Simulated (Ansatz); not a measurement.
Energy difference R1 + R2 → P1 + P2, each structure at its B3LYP-D3(BJ)/def2-TZVP stationary point, reached from a drawn start (curvature not checked).
P1: H atom, charge 0, multiplicity 2.
R1: H2 (SMILES [H][H]), charge 0, multiplicity 1.
R2: O atom, charge 0, multiplicity 3.
P2: OH (SMILES [OH]), charge 0, multiplicity 2.

P less R. No zero-point or thermal terms; singlets are restricted closed shells; open shells are unrestricted; no spin–orbit coupling.

Correlated levels freeze the cores. CBS: X⁻³ extrapolation of the correlation energy, Hartree–Fock from the larger set.

The values were computed with Ansatz (a program for electronic structure). All values are computed, each at the level named.

The comparison value is 2.30 kcal/mol (CCSD(T)/CBS(aug-cc-pVTZ, aug-cc-pVQZ)). It is a level with limits of its own, not the exact answer.

Q: Order these levels by how close they come to the comparison value for the reaction energy, closest first: PBE/def2-TZVPPD, B2PLYP/def2-TZVPPD, HF/aug-cc-pVDZ, SVWN5/def2-TZVPPD, PBE0/def2-TZVPPD. Give each level's value less the comparison value.

A: B2PLYP/def2-TZVPPD (-0.27 kcal/mol), PBE0/def2-TZVPPD (-3.55 kcal/mol), PBE/def2-TZVPPD (-7.55 kcal/mol), HF/aug-cc-pVDZ (11.93 kcal/mol), SVWN5/def2-TZVPPD (-13.33 kcal/mol)
